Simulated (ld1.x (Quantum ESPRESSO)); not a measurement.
Cutoff test, H, PAW

```json
{
  "Element": "H (Z = 1)",
  "Generator": "ld1.x (Quantum ESPRESSO) 7.5",
  "Type": "PAW",
  "Functional": "PBE",
  "Relativity": "non-relativistic",
  "Frozen core": "none",
  "Valence charge": "1",
  "Reference configuration": "1s1",
  "Partial waves": "1s (bound): rcut 1.20, rcutus 1.35 bohr; 1s channel at 1.35 Ry: rcut 1.20, rcutus 1.35 bohr; 2p channel at 0.2 Ry: rcut 1.05, rcutus 1.20 bohr; 2p channel at 2.85 Ry: rcut 1.05, rcutus 1.20 bohr",
  "Local potential": "all-electron potential smoothed inside 1.35 bohr (lloc = -2)",
  "Core correction": "none",
  "Augmentation charge": "PSQ, radius 0.75 bohr"
}
```

The pseudo-atom Hamiltonian at the reference potential is diagonalised in spherical Bessel functions j_l(qr) that vanish at 20 bohr, with q² up to the cutoff. All-electron valence levels (Ry): 1s -0.4772.

How do the lowest levels (Ry) of each channel move with the cutoff, and are there ghosts?

```csv
cutoff (Ry),s #1,s #2,p #1,d #1,f #1,Σ f·Δε (mRy)
8,-0.4420,0.0119,0.0294,0.0773,0.1194,35.2
10,-0.4551,0.0112,0.0294,0.0773,0.1194,22.1
12,-0.4644,0.0106,0.0294,0.0773,0.1194,12.8
15,-0.4704,0.0103,0.0294,0.0773,0.1194,6.7
18,-0.4751,0.0100,0.0294,0.0773,0.1194,2.1
21,-0.4764,0.0100,0.0294,0.0773,0.1194,0.8
25,-0.4769,0.0099,0.0294,0.0773,0.1194,0.3
30,-0.4771,0.0099,0.0294,0.0773,0.1194,0.0
400,-0.4772,0.0099,0.0294,0.0773,0.1194,0.0
```

Result: no extra level below or beside the all-electron valence levels (s, p, d, f tested); 10 mRy is reached at 15 Ry and 1 mRy at 21 Ry.
